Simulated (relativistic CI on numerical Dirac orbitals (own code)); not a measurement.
**Ce⁴⁷⁺: sensitivity of the levels to the model**

Base calculation: Dirac-Coulomb-Breit CI, separate exchange-only KLI orbitals for each configuration, a model potential for QED, unscaled Slater integrals.

Configuration list (outside the closed core [Ne]): 3s, 3p, 3d, 4s, 4p, 4d, 4f, 5s, 5p, 5d, 5f, 5g, 6s, 6p, 6d. Levels of other configurations are missing.

Variants: (1) P86 correlation estimate. Shifts of the energy above 3s ²S1/2, in eV, for the lowest level and the first level of each name with at least 55 % of one term (blank where a level changes its place among those of its configuration and J or its character, or is not in the variant):

| Level | Base | Δ(1) |
| --- | --- | --- |
| 3s ²S1/2 | 0.00 | 0.00 |
| 3p ²P°1/2 | 110.98 | +0.12 |
| 3p ²P°3/2 | 230.76 | +0.12 |
| 3d ²D3/2 | 369.25 | -0.25 |
| 3d ²D5/2 | 396.35 | -0.25 |
| 4s ²S1/2 | 1805.43 | -0.21 |
| 4p ²P°1/2 | 1851.34 | -0.16 |
| 4p ²P°3/2 | 1900.16 | -0.16 |
| 4d ²D3/2 | 1952.61 | -0.26 |
| 4d ²D5/2 | 1964.37 | -0.26 |
| 4f ²F°5/2 | 1992.19 | +0.16 |
| 4f ²F°7/2 | 1997.24 | +0.16 |
| 5s ²S1/2 | 2608.34 | -0.02 |
| 5p ²P°1/2 | 2631.44 | 0.00 |

At this charge energies of transitions that change n are usually good to better than 1 %, and those within a shell (Δn = 0) to a few per cent.

Ionisation energy from the two ground configurations alone: base 3962.94 eV. The NIST ASD value (theoretical) is 3963 eV.
